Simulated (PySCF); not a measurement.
Working out the excitation energy of N⁺

N⁺ [He] 2s2 2p2 (3P) → N⁺ [He] 2s1 2p3 (5S). All numbers are calculated (PySCF 2.14, the spin-free X2C one-electron Hamiltonian (Gaussian nucleus), in x2c-QZVPPall). Frozen: nothing. Energies in hartree (1 hartree = 27.21139 eV):

```csv
part,N⁺ (lower),N⁺ (upper)
UHF,-53.923349,-53.775716
MP2 opposite-spin,-0.083084,-0.020191
MP2 same-spin,-0.016068,-0.031814
```

What does Hartree-Fock give?

(-53.775716) − (-53.923349) = 0.147633 hartree = 4.017 eV.

What do MP2 and SCS-MP2 (6/5 opposite-spin, 1/3 same-spin) give?

The opposite-spin parts differ by 1.711 eV and the same-spin parts by -0.428 eV. MP2: 4.017 + (1.711) + (-0.428) = 5.300 eV. SCS-MP2: 4.017 + 1.2 × (1.711) + (-0.428)/3 = 5.928 eV.

Measured between the centres of the two terms (NIST): 5.790 eV, so MP2 (valence and next inner shell) is off by -0.490 eV.

What remains against the reference includes basis incompleteness and correlation beyond second order.
